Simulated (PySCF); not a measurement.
Species: C2H6O2SSi.
Atom-mapped SMILES: `[SH:1][SiH:2]1[O:3][CH2:4][CH2:5][O:6]1` (hydrogens: H7 on S1; H8 on Si2; H9, H10 on C4; H11, H12 on C5)

Method: PBE0-D3(BJ)/def2-SVP geometry optimisation, gas phase (PySCF 2.14.0).

Task: List the bond lengths, angles and torsions at this level.

Result: 
| bond | length (Å) |
| --- | --- |
| S1–Si2 | 2.122 |
| Si2–O3, Si2–O6 | 1.675 |
| O3–C4, C5–O6 | 1.415 |
| C4–C5 | 1.534 |
| S1–H7 | 1.352 |
| Si2–H8 | 1.481 |
| C4–H9, C5–H12 | 1.104 |
| C4–H10, C5–H11 | 1.103 |

Bonds in one row agree within 0.01 Å and their mean is given. A selection of angles:
| angle | degrees |
| --- | --- |
| Si2–S1–H7 | 94.0 |
| S1–Si2–O3 | 117.1 |
| S1–Si2–O6 | 111.3 |
| S1–Si2–H8 | 105.5 |
| O3–Si2–O6 | 96.2 |
| O3–Si2–H8 | 110.5 |
| O6–Si2–H8 | 116.7 |
| Si2–O3–C4 | 109.7 |
| O3–C4–C5 | 107.0 |
| O3–C4–H9 | 110.0 |
| O3–C4–H10 | 109.6 |
| C5–C4–H9 | 110.6 |
| C5–C4–H10 | 111.8 |
| H9–C4–H10 | 107.9 |

Torsions: S1–Si2–O3–C4 -107° (anticlinal); Si2–O3–C4–C5 -27° (synperiplanar); O3–C4–C5–O6 34° (synclinal); C4–C5–O6–Si2 -26° (synperiplanar); S1–Si2–O6–C5 132° (anticlinal); H7–S1–Si2–O3 67° (synclinal). The mirror-image conformer, all signs reversed, is as good.

The 5-membered ring Si2–O3–C4–C5–O6 has internal angles of 96.2° to 109.7°; it is puckered, 0.13 Å rms from its mean plane, widest ring torsion 34°. S1 (sulfur bonded to Si and H) is bent (angle 94.0°). Si2 (oxygen-bound silicon) has angles from 96.2° to 117.1°.

Point group: C1 (no symmetry element, even within 0.4 Å). Whether it is a minimum is left open (no frequencies). One conformer, not necessarily the lowest (H–S1–Si2–O3 67°, S1–Si2–O3–C4 -107°, Si2–O3–C4–C5 -27°, O3–C4–C5–O6 34°, C4–C5–O6–Si2 -26°).

On one thread of an Intel Xeon Platinum 8259CL at 2.50 GHz, no GPU, shared host with 96 logical CPUs at a one-minute load of 61, this took 55 s of wall time and 0.54 GiB of memory at its peak. These figures are those of the optimisation.
